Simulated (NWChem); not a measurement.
System: C3H4FNSi; SMILES C1=C(N=C[SiH2]1)F

Excerpt of the output:

```
             Northwest Computational Chemistry Package (NWChem) 7.3.0
             --------------------------------------------------------

                             Geometry "geometry" -> ""
                             -------------------------

 Output coordinates in angstroms (scale by  1.889725989 to convert to a.u.)

  No.       Tag          Charge          X              Y              Z
 ---- ---------------- ---------- -------------- -------------- --------------
    1 F                    9.0000    -0.25124900    -2.31449300     0.00000000
    2 C                    6.0000    -0.12743000    -1.00385200     0.00000000
    3 C                    6.0000    -1.16053800    -0.14068400     0.00000000
    4 Si                  14.0000    -0.37779500     1.53764300     0.00000000
    5 C                    6.0000     1.33792000     0.69138500     0.00000000
    6 N                    7.0000     1.21761000    -0.58516400     0.00000000
    7 H                    1.0000    -2.19525900    -0.48112700     0.00000000
    8 H                    1.0000    -0.61271900     2.37004600     1.21716700
    9 H                    1.0000    -0.61271900     2.37004600    -1.21716700
   10 H                    1.0000     2.35113600     1.11605700     0.00000000

 Effective nuclear repulsion energy (a.u.)     272.8091713599

                                 NWChem DFT Module
                                 -----------------

 Summary of "ao basis" -> "ao basis" (spherical)
 ------------------------------------------------------------------------------
       Tag                 Description            Shells   Functions and Types
 ---------------- ------------------------------  ------  ---------------------
 F                          def2-svp                 6       14   3s2p1d
 C                          def2-svp                 6       14   3s2p1d
 Si                         def2-svp                 8       18   4s3p1d
 N                          def2-svp                 6       14   3s2p1d
 H                          def2-svp                 3        5   2s1p

 in cosmo_initialize ...
 calling solv_data for solv:propnol2

 solvent parameters
 solvname_short: propnol2
 solvname_long:  2-propanol
 dielec:       19.2640
 dielecinf:     1.8978
 nonaqueous SMD model solvent descriptors
 dielec:       19.2640
 sola:          0.3300
 solb:          0.5600
 solc:          0.0000
 solg:         30.1300
 solh:          0.0000
 soln:          1.3776

[...]

                                COSMO-SMD solvation results
                                ---------------------------

             internal energy in gas <Psi(g)|H|Psi(g)> =      -560.417594724066
         internal energy in solvent <Psi(s)|H|Psi(s)> =      -560.416189072053
                               delta internal energy  =         0.001405652013 (    0.88 kcal/mol)
   total free energy in solvent <Psi(s)|H+V/2|Psi(s)> =      -560.424801659621
 polarization energy contribution <Psi(s)|V/2|Psi(s)> =        -0.008612587568 (   -5.40 kcal/mol)
    total free energy in solvent including G(SMD-CDS) =      -560.422026896631
                       G(SMD-CDS) energy contribution =         0.002774762990 (    1.74 kcal/mol)
     1 M fixed-concentration free energy of solvation =        -0.004432172565 (   -2.78 kcal/mol)

                       DFT Final Molecular Orbital Analysis
                       ------------------------------------

 Vector   24  Occ=2.000000D+00  E=-4.071116D-01
              MO Center= -1.9D-01,  1.5D+00,  2.6D-08, r^2= 3.6D+00
   Bfn.  Coefficient  Atom+Function         Bfn.  Coefficient  Atom+Function
  ----- ------------  ---------------      ----- ------------  ---------------
    94      0.288687   8 H  s                99     -0.288687   9 H  s
    52      0.265802   4 Si pz               80      0.236135   6 N  pz
    55      0.185687   4 Si pz               83     -0.169134   6 N  pz
    95      0.165358   8 H  s               100     -0.165358   9 H  s
    49     -0.147342   4 Si pz               66     -0.131953   5 C  pz

 Vector   25  Occ=2.000000D+00  E=-3.368838D-01
              MO Center=  1.0D+00,  7.4D-02, -2.9D-10, r^2= 2.7D+00
   Bfn.  Coefficient  Atom+Function         Bfn.  Coefficient  Atom+Function
  ----- ------------  ---------------      ----- ------------  ---------------
    78      0.336799   6 N  px               79     -0.276826   6 N  py
    81     -0.262682   6 N  px               64      0.233422   5 C  px
    82      0.209379   6 N  py               50     -0.195487   4 Si px
    77     -0.195667   6 N  s               104      0.184518  10 H  s
    18      0.181774   2 C  px               65     -0.169769   5 C  py

 Vector   26  Occ=2.000000D+00  E=-3.166227D-01
              MO Center= -3.5D-01, -2.8D-01,  7.2D-10, r^2= 2.6D+00
   Bfn.  Coefficient  Atom+Function         Bfn.  Coefficient  Atom+Function
  ----- ------------  ---------------      ----- ------------  ---------------
    34      0.401571   3 C  pz               37      0.324491   3 C  pz
    20      0.314372   2 C  pz               66     -0.231898   5 C  pz
     6      0.190793   1 F  pz               69     -0.180789   5 C  pz
    23      0.177517   2 C  pz               80      0.168099   6 N  pz
     9     -0.158579   1 F  pz               83     -0.130087   6 N  pz

 Vector   27  Occ=0.000000D+00  E=-3.885785D-02
              MO Center=  4.7D-01,  3.1D-01,  6.3D-10, r^2= 3.3D+00
   Bfn.  Coefficient  Atom+Function         Bfn.  Coefficient  Atom+Function
  ----- ------------  ---------------      ----- ------------  ---------------
    69      0.418546   5 C  pz               66      0.366048   5 C  pz
    83     -0.307251   6 N  pz               55      0.288481   4 Si pz
    95     -0.279487   8 H  s               100      0.279487   9 H  s
    37      0.270039   3 C  pz               80      0.267764   6 N  pz
    23     -0.258752   2 C  pz               20     -0.251741   2 C  pz

[...]
```

Level: M05-2X/def2-SVP, SMD on the gas-phase geometry. Coordinates come from a PBE0/def2-SVP optimisation. Solvent: 2-propanol.

Problem. Which NWChem input produces such a log?

Solution. This is not unique; one that fits is the input that was run:
```
start job
memory heap 200 mb stack 900 mb global 1100 mb
geometry units angstroms noautosym nocenter noautoz
  F     -0.251249    -2.314493     0.000000
  C     -0.127430    -1.003852     0.000000
  C     -1.160538    -0.140684     0.000000
  Si    -0.377795     1.537643     0.000000
  C      1.337920     0.691385     0.000000
  N      1.217610    -0.585164     0.000000
  H     -2.195259    -0.481127     0.000000
  H     -0.612719     2.370046     1.217167
  H     -0.612719     2.370046    -1.217167
  H      2.351136     1.116057     0.000000
end
basis spherical
  * library def2-svp
end
dft
  xc m05-2x
  iterations 150
end
cosmo
  do_cosmo_smd true
  solvent propnol2
end
task dft energy
```
